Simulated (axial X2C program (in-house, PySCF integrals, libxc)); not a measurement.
## Worked dissociation energy of VF: CCSD, scalar-relativistic

Calculated with an in-house all-electron X2C program for linear molecules (integrals from PySCF). Spin-free means the one-electron spin-free X2C Hamiltonian. Basis: V dyall-cv3z [10s10p6d4f2g], F dyall-av3z [7s6p3d2f] (cores contracted in-house); Gaussian nuclei, density fitting, unrestricted open shells. Masses: V 50.944 u, F 18.998 u.

Molecular state: M_S = 2, Λ = 1 (beyond evenly filled blocks: σα, π+α, δ+α, δ-α).

Correlated methods: 12 electrons correlated (number of frozen shells: V 3 s, 2 p; F 1 s), 278 virtual spin orbitals or spinors in MP2, 90 natural virtuals in coupled cluster.

| Property | Result |
| --- | --- |
| E(V) (2M_S = 3, M_L = 2) | -948.233366 hartree |
| E(F) (2M_S = 1, M_L = 0) | -99.726270 hartree |
| E(VF) at Re | -1048.147744 hartree |
| ωe | 682.7 cm⁻¹ |
| ωexe | 3.2 cm⁻¹ |

(1) Work out De and D0.

The state is one determinant whose occupation by symmetry is held fixed; it was picked as the lowest of a PBE0 search that is not exhaustive. De is counted from the lowest determinant-based energies of the atoms at the same level, without counterpoise correction. CCSD ran in a truncated set of natural virtual spinors with an MP2 remainder; without triples it tends to underbind. Other states lie close and PBE0, whose exact exchange favours high spin, may order them wrongly; the determinant shown need not be the ground state. The nearest other spin-free determinant of the search, M_S = 2, Λ = 2, lies 0.22 eV up at the distance of the search. The outer-core s and p shells of the metal are frozen in the correlated rows, which leaves out core–valence correlation; for alkali and alkaline-earth bonds that tends to lengthen them.

Each atomic determinant is the lowest at this level and need not be a pure term. Totals compare only within one Hamiltonian and basis.

## Answers

(1) De = -948.233366 + (-99.726270) − (-1048.147744) = 0.18811 hartree = 5.119 eV. The zero-point energy is ωe/2 − ωexe/4 = 341 cm⁻¹ = 0.042 eV, so D0 = 5.076 eV.
